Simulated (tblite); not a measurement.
Record of a relaxation.

C4H10N2SSi.
SMILES with atom numbers: `[H]/[N:1]=[CH:2]/[C:3](=[N:4]\[H])[CH2:5][CH2:6][S:7][SiH3:8]` (hydrogens: H9 on N1; H10 on C2; H11 on N4; H12, H13 on C5; H14, H15 on C6; H16, H17, H18 on Si8)

Computed with GFN2-xTB (tblite), gas phase: L-BFGS steps from a force-field or distance-geometry start until the largest atomic force falls under 0.01 eV/Å. 10 of its 100 geometries are shown.

Step 0: E = -664.4606 eV, largest atomic force 3.780 eV/Å
```
atom  x, y, z in Å  |  force x, y, z in eV/Å
N1     -2.717   -0.460    1.541   -0.063   0.286  -0.014
C2     -2.041    0.487    1.019   -1.199  -1.694   1.184
C3     -0.882    0.231    0.118   -0.800   3.659   0.513
N4     -0.303    1.293   -0.322    0.660  -1.125  -0.388
C5     -0.598   -1.155   -0.189   -1.007  -1.308   0.360
C6      0.576   -1.482   -1.046   -0.897  -0.966  -2.239
S7      2.188   -1.052   -0.430    1.085  -1.054   0.422
Si8     2.703    0.985   -0.272   -0.290   1.863  -0.002
H9     -3.512   -0.205    2.178    0.952  -0.066  -0.763
H10    -2.311    1.498    1.281    0.357   0.828  -0.326
H11    -0.594    2.250   -0.053   -0.173  -1.122   0.110
H12    -1.524   -1.563   -0.706    0.763   0.351   0.582
H13    -0.534   -1.709    0.784   -0.061   0.398  -0.604
H14     0.519   -2.609   -1.207    0.674   1.121   0.392
H15     0.424   -1.089   -2.092    0.280   0.109   0.889
H16     4.164    1.213   -0.190   -0.320  -0.572  -0.058
H17     2.259    1.811   -1.414    0.012  -0.424   0.219
H18     2.175    1.561    0.987    0.027  -0.284  -0.275
```

Step 11: E = -665.1409 eV, largest atomic force 0.275 eV/Å
```
atom  x, y, z in Å  |  force x, y, z in eV/Å
N1     -2.706   -0.463    1.527    0.034  -0.103  -0.064
C2     -2.069    0.507    1.049    0.018  -0.058   0.056
C3     -0.915    0.271    0.134   -0.109   0.066   0.088
N4     -0.231    1.214   -0.356   -0.014  -0.012   0.088
C5     -0.626   -1.160   -0.173    0.037   0.172   0.065
C6      0.573   -1.424   -1.071    0.034  -0.028   0.048
S7      2.239   -1.059   -0.394   -0.074  -0.109   0.144
Si8     2.602    1.049   -0.279    0.004  -0.130   0.000
H9     -3.483   -0.261    2.154    0.083   0.112  -0.061
H10    -2.280    1.569    1.261    0.033   0.004  -0.050
H11    -0.540    2.143   -0.068    0.104   0.023  -0.073
H12    -1.537   -1.555   -0.646    0.202  -0.072   0.073
H13    -0.512   -1.678    0.786    0.007  -0.015  -0.117
H14     0.647   -2.499   -1.207   -0.073  -0.151  -0.218
H15     0.488   -0.937   -2.039   -0.061   0.117   0.065
H16     4.062    1.017   -0.211    0.019   0.017   0.005
H17     2.179    1.740   -1.471   -0.112   0.048  -0.138
H18     2.101    1.532    0.993   -0.133   0.121   0.089
```

Step 22: E = -665.2289 eV, largest atomic force 0.128 eV/Å
```
atom  x, y, z in Å  |  force x, y, z in eV/Å
N1     -2.686   -0.465    1.509   -0.033   0.028   0.015
C2     -2.042    0.506    1.042    0.006   0.037  -0.008
C3     -0.882    0.264    0.148   -0.053  -0.075   0.050
N4     -0.166    1.182   -0.344   -0.116   0.022   0.041
C5     -0.595   -1.168   -0.145    0.031  -0.080  -0.048
C6      0.588   -1.395   -1.069   -0.017  -0.022  -0.068
S7      2.200   -1.129   -0.253   -0.074   0.008  -0.059
Si8     2.509    0.997   -0.276   -0.017   0.032  -0.006
H9     -3.465   -0.235    2.123    0.025  -0.010  -0.024
H10    -2.261    1.566    1.248    0.045   0.016  -0.031
H11    -0.449    2.128   -0.099    0.042   0.059   0.015
H12    -1.495   -1.597   -0.598    0.002  -0.007   0.083
H13    -0.439   -1.680    0.808   -0.017  -0.031  -0.052
H14     0.605   -2.439   -1.388    0.033   0.076   0.008
H15     0.527   -0.750   -1.946    0.045  -0.003   0.076
H16     3.966    0.988   -0.210    0.099   0.056   0.037
H17     2.085    1.633   -1.507    0.009  -0.108  -0.068
H18     1.991    1.599    0.945   -0.010   0.002   0.038
```

Step 33: E = -665.2469 eV, largest atomic force 0.063 eV/Å
```
atom  x, y, z in Å  |  force x, y, z in eV/Å
N1     -2.704   -0.451    1.515   -0.003  -0.021  -0.012
C2     -2.042    0.507    1.048   -0.028  -0.010  -0.006
C3     -0.886    0.250    0.157    0.018  -0.044   0.041
N4     -0.170    1.171   -0.332   -0.054  -0.006   0.022
C5     -0.594   -1.180   -0.146    0.016  -0.037  -0.015
C6      0.587   -1.374   -1.080    0.013   0.003  -0.017
S7      2.189   -1.132   -0.234    0.000  -0.044  -0.012
Si8     2.509    0.991   -0.276    0.016   0.041  -0.001
H9     -3.483   -0.214    2.124    0.011   0.029  -0.005
H10    -2.238    1.574    1.240   -0.005   0.027   0.019
H11    -0.442    2.118   -0.076    0.003   0.027   0.004
H12    -1.499   -1.623   -0.569   -0.013   0.004  -0.040
H13    -0.413   -1.703    0.796    0.005   0.019   0.033
H14     0.615   -2.400   -1.446    0.004   0.013   0.022
H15     0.535   -0.688   -1.924    0.017   0.020   0.006
H16     3.970    1.041   -0.176   -0.027  -0.014  -0.003
H17     2.085    1.508   -1.563    0.024  -0.007   0.007
H18     1.970    1.611    0.931    0.003   0.000  -0.044
```

Step 44: E = -665.2495 eV, largest atomic force 0.030 eV/Å
```
atom  x, y, z in Å  |  force x, y, z in eV/Å
N1     -2.723   -0.451    1.518    0.006  -0.004  -0.007
C2     -2.048    0.501    1.055   -0.003   0.007   0.002
C3     -0.891    0.243    0.165   -0.005   0.004   0.014
N4     -0.181    1.171   -0.321   -0.004  -0.003   0.003
C5     -0.589   -1.183   -0.146   -0.008   0.002   0.009
C6      0.596   -1.366   -1.078   -0.002   0.002   0.001
S7      2.199   -1.139   -0.233   -0.005   0.019   0.023
Si8     2.515    0.986   -0.285    0.010  -0.008  -0.005
H9     -3.498   -0.197    2.126    0.005  -0.010  -0.013
H10    -2.236    1.569    1.252    0.005   0.004   0.006
H11    -0.453    2.117   -0.062   -0.009  -0.005  -0.001
H12    -1.489   -1.626   -0.581   -0.004   0.002  -0.003
H13    -0.412   -1.707    0.797    0.000  -0.006   0.004
H14     0.621   -2.387   -1.455    0.002  -0.008  -0.008
H15     0.548   -0.668   -1.910   -0.002   0.002  -0.013
H16     3.972    1.034   -0.170    0.012  -0.005  -0.001
H17     2.103    1.484   -1.583   -0.001   0.001  -0.002
H18     1.958    1.625    0.901    0.005   0.004  -0.008
```

Step 55: E = -665.2507 eV, largest atomic force 0.038 eV/Å
```
atom  x, y, z in Å  |  force x, y, z in eV/Å
N1     -2.734   -0.458    1.506    0.002   0.004   0.002
C2     -2.049    0.496    1.065   -0.004   0.007  -0.006
C3     -0.892    0.243    0.174   -0.034   0.004  -0.017
N4     -0.191    1.174   -0.319   -0.003  -0.005   0.008
C5     -0.594   -1.183   -0.145    0.001   0.001   0.011
C6      0.596   -1.359   -1.071   -0.001  -0.003  -0.006
S7      2.188   -1.133   -0.205    0.025   0.022   0.004
Si8     2.534    0.986   -0.297   -0.018  -0.015   0.006
H9     -3.513   -0.211    2.113    0.004  -0.004  -0.009
H10    -2.230    1.563    1.277    0.002  -0.015   0.016
H11    -0.470    2.118   -0.056    0.012  -0.002  -0.002
H12    -1.494   -1.620   -0.588    0.013   0.013   0.003
H13    -0.419   -1.715    0.792   -0.018  -0.003   0.015
H14     0.628   -2.379   -1.452   -0.010  -0.007  -0.009
H15     0.552   -0.656   -1.900    0.008  -0.001  -0.013
H16     3.991    1.018   -0.178    0.009   0.003  -0.007
H17     2.118    1.472   -1.599    0.001  -0.010  -0.007
H18     1.970    1.651    0.870    0.012   0.012   0.010
```

Step 66: E = -665.2518 eV, largest atomic force 0.020 eV/Å
```
atom  x, y, z in Å  |  force x, y, z in eV/Å
N1     -2.750   -0.469    1.486    0.004  -0.001   0.000
C2     -2.054    0.491    1.073    0.001  -0.003   0.003
C3     -0.900    0.246    0.177   -0.007  -0.003  -0.018
N4     -0.198    1.177   -0.315    0.001   0.002   0.008
C5     -0.601   -1.179   -0.145    0.005  -0.004  -0.004
C6      0.597   -1.355   -1.062    0.008   0.002   0.001
S7      2.182   -1.125   -0.180   -0.003  -0.014   0.005
Si8     2.548    0.987   -0.305    0.005   0.008  -0.004
H9     -3.526   -0.231    2.099   -0.005   0.001  -0.005
H10    -2.224    1.552    1.317    0.004   0.006   0.003
H11    -0.475    2.121   -0.052    0.005   0.007   0.009
H12    -1.496   -1.612   -0.600   -0.003   0.008  -0.003
H13    -0.440   -1.716    0.793    0.003  -0.006   0.002
H14     0.632   -2.373   -1.447    0.002  -0.001   0.013
H15     0.562   -0.650   -1.890    0.000   0.002  -0.002
H16     4.006    1.007   -0.195   -0.007   0.006  -0.005
H17     2.131    1.446   -1.616   -0.010  -0.002   0.002
H18     1.998    1.689    0.848   -0.002  -0.008  -0.005
```

Step 77: E = -665.2527 eV, largest atomic force 0.020 eV/Å
```
atom  x, y, z in Å  |  force x, y, z in eV/Å
N1     -2.768   -0.474    1.459    0.005  -0.006   0.006
C2     -2.055    0.487    1.081   -0.002  -0.002   0.006
C3     -0.901    0.252    0.181    0.009  -0.004  -0.004
N4     -0.197    1.186   -0.301    0.014  -0.002   0.014
C5     -0.605   -1.172   -0.150    0.004  -0.007  -0.006
C6      0.605   -1.353   -1.048    0.011  -0.004   0.001
S7      2.179   -1.121   -0.147   -0.013  -0.010  -0.008
Si8     2.552    0.985   -0.319    0.006   0.016  -0.001
H9     -3.542   -0.245    2.077   -0.010   0.006  -0.007
H10    -2.210    1.542    1.357    0.002   0.018   0.003
H11    -0.469    2.128   -0.025   -0.009   0.001  -0.003
H12    -1.496   -1.593   -0.623   -0.010  -0.002  -0.003
H13    -0.464   -1.717    0.786   -0.001  -0.007   0.001
H14     0.643   -2.374   -1.424    0.004  -0.010  -0.001
H15     0.582   -0.656   -1.883    0.001   0.004   0.002
H16     4.012    1.014   -0.230   -0.017   0.001  -0.007
H17     2.111    1.418   -1.631    0.004   0.000  -0.001
H18     2.013    1.703    0.828    0.003   0.008   0.008
```

Step 88: E = -665.2532 eV, largest atomic force 0.015 eV/Å
```
atom  x, y, z in Å  |  force x, y, z in eV/Å
N1     -2.779   -0.473    1.443   -0.008  -0.012   0.002
C2     -2.051    0.485    1.087    0.000  -0.005  -0.002
C3     -0.894    0.250    0.191    0.004  -0.004  -0.003
N4     -0.188    1.187   -0.281    0.009  -0.004  -0.002
C5     -0.607   -1.172   -0.153    0.000  -0.004  -0.002
C6      0.611   -1.357   -1.040    0.000  -0.003  -0.006
S7      2.175   -1.116   -0.127   -0.004   0.010  -0.004
Si8     2.544    0.991   -0.327    0.008   0.004  -0.002
H9     -3.559   -0.246    2.055   -0.002   0.011   0.000
H10    -2.195    1.538    1.378   -0.003   0.006   0.004
H11    -0.463    2.127   -0.002    0.010  -0.007   0.004
H12    -1.497   -1.577   -0.642   -0.005  -0.004   0.000
H13    -0.481   -1.732    0.777   -0.004   0.003   0.005
H14     0.653   -2.381   -1.409   -0.001  -0.008   0.002
H15     0.594   -0.666   -1.880   -0.002   0.007   0.002
H16     4.005    1.021   -0.262    0.012   0.000   0.003
H17     2.095    1.405   -1.642   -0.009   0.005   0.000
H18     2.028    1.721    0.823   -0.006   0.005   0.001
```

Step 99: E = -665.2538 eV, largest atomic force 0.010 eV/Å
```
atom  x, y, z in Å  |  force x, y, z in eV/Å
N1     -2.797   -0.469    1.428   -0.009  -0.003  -0.001
C2     -2.050    0.482    1.090    0.004   0.006  -0.004
C3     -0.890    0.242    0.200    0.001   0.000  -0.001
N4     -0.172    1.176   -0.260    0.000   0.002  -0.003
C5     -0.611   -1.179   -0.156    0.002   0.000   0.001
C6      0.614   -1.361   -1.034   -0.003  -0.002  -0.007
S7      2.171   -1.103   -0.114   -0.001   0.000   0.003
Si8     2.541    1.002   -0.336   -0.005  -0.004   0.001
H9     -3.579   -0.233    2.034   -0.001  -0.003   0.002
H10    -2.180    1.533    1.393   -0.001   0.004   0.001
H11    -0.439    2.116    0.026    0.001  -0.001   0.006
H12    -1.501   -1.572   -0.657    0.002  -0.004   0.003
H13    -0.499   -1.749    0.770    0.000   0.001   0.005
H14     0.665   -2.386   -1.397    0.002  -0.006   0.002
H15     0.597   -0.674   -1.877   -0.001   0.006  -0.002
H16     4.003    1.029   -0.286    0.004   0.002  -0.003
H17     2.075    1.406   -1.649    0.006   0.004  -0.005
H18     2.042    1.746    0.813   -0.001   0.000   0.003
```

Task: Summarise the path.

Result: The energy falls by 0.7932 eV from step 0 to step 99; nine tenths of that is first reached at step 14. It falls at every step. The largest force goes from 3.780 to 0.010 eV/Å. Among the bonds C6–H14 changes most, from 1.140 to 1.089 Å; the atoms move by 0.246 Å rms after alignment.

Task: Follow the three bonds and two angles with the largest change from start to end.

Result: 
```
step  E above end (eV)  largest force (eV/Å)  C6–H14 (Å)  C6–S7 (Å)  C3–C5 (Å)  C6–S7–Si8 (°)  S7–Si8–H16 (°)
   0            0.7932                 3.780       1.140      1.779      1.448          118.7           113.2
   4            0.2480                 0.492       1.098      1.856      1.497          115.0           107.1
   9            0.1374                 0.282       1.085      1.835      1.489          112.3           101.0
  13            0.0901                 0.235       1.094      1.832      1.492          110.9            96.9
  17            0.0545                 0.207       1.088      1.820      1.496          108.2            95.7
  22            0.0250                 0.128       1.092      1.827      1.489          105.4            97.9
  26            0.0150                 0.131       1.088      1.823      1.490          104.9            99.3
  30            0.0095                 0.099       1.091      1.831      1.491          104.8           100.0
  34            0.0064                 0.042       1.089      1.827      1.491          104.5           100.4
  39            0.0053                 0.038       1.090      1.828      1.491          104.3           100.5
  43            0.0044                 0.027       1.089      1.827      1.491          104.0           100.2
  47            0.0040                 0.038       1.089      1.827      1.491          104.0           100.3
  52            0.0036                 0.035       1.089      1.827      1.492          104.0           100.3
  56            0.0030                 0.042       1.089      1.827      1.491          104.1           100.3
  60            0.0024                 0.034       1.089      1.828      1.491          104.1           100.3
  65            0.0021                 0.018       1.089      1.827      1.491          104.1           100.3
  69            0.0018                 0.018       1.089      1.828      1.492          104.0           100.5
  73            0.0015                 0.030       1.089      1.827      1.492          103.8           100.7
  77            0.0012                 0.020       1.089      1.828      1.491          103.6           100.8
  82            0.0009                 0.018       1.089      1.827      1.491          103.5           100.8
  86            0.0007                 0.018       1.089      1.828      1.492          103.4           100.8
  90            0.0005                 0.020       1.089      1.827      1.491          103.3           100.8
  95            0.0001                 0.016       1.089      1.828      1.491          103.5           100.7
  99            0.0000                 0.010       1.089      1.827      1.491          103.5           100.8
```

The cost below is that of the whole relaxation. On Intel Xeon Platinum 8488C, one thread, shared host with 96 logical CPUs at a one-minute load of 25, this took 0.84 s wall.
